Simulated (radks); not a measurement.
Values are calculated unless marked as measured or tabulated.
Problem. The mean radii <r> (bohr) of the occupied orbitals of an atom or ion are listed with their occupations. Level of theory: Dirac Kohn-Sham, BLYP, spin-unpolarised, spherical densities, finite nucleus; Fermi nuclear charge, rms radius of each element as measured or else 0.836 A^(1/3) + 0.57 fm (a radial shooting solver on a logarithmic mesh with Libxc functionals).

orbital  occ.     <r>
1s1/2       2  0.1035
2s1/2       2  0.5053
2p1/2       2  0.4622
2p3/2       3  0.4642
3s1/2       2   1.517

Name the element and its charge.

Solution. Z = 15, phosphorus, charge +4: P4+ in [He] 2s2 2p(1/2: 2, 3/2: 3) 3s2. The 1s radius gives Z: for a bare nucleus <r> = (2 gamma + 1)/(2Z) with gamma = sqrt(1 - (Z/c)^2), 0.0996 bohr for Z = 15, and screening makes it slightly larger (0.1035 here). The occupations add up to 11, and the charge is Z minus that.
